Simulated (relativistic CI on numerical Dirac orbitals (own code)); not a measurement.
Slater's F² for Ne²⁺ from its measured terms

Problem. The ground configuration 2s2 2p4 of Ne²⁺ has the measured levels 3P: 927.0 (J = 0), 650.0 (J = 1), 0.0 (J = 2); 1D: 25841.0 (J = 2); 1S: 55747.0 (J = 0) cm⁻¹ (Moore, Atomic Energy Levels, vol. I, NSRDS-NBS 35 (1971 reprint of NBS Circular 467, 1949)). Test the one-configuration theory of p4 and extract F²(2p,2p).

Working.
1. Centres of gravity, weighted by 2J + 1: 3P 319.7, 1D 25841.0, 1S 55747.0 cm⁻¹. To first order spin-orbit coupling drops out of them.
2. Slater-Condon theory gives 1D − 3P = 6F²/25 and 1S − 1D = 9F²/25, so the ratio of the upper interval to the lower is 9/6 = 1.500, whatever F².
3. Measured intervals: 25521.3 and 29906.0 cm⁻¹, ratio 1.172.
4. F² from the lower interval is 106339 and from the upper 83072 cm⁻¹.

Check. The radial integral calculated for this configuration (Dirac-KLI orbitals, unscaled) is F² = 114394 cm⁻¹; the two empirical values are 93 % and 73 % of it. The ratio falls short of 1.50 mainly because the highest term mixes with s⁰p6, which has the same term and pushes it down.
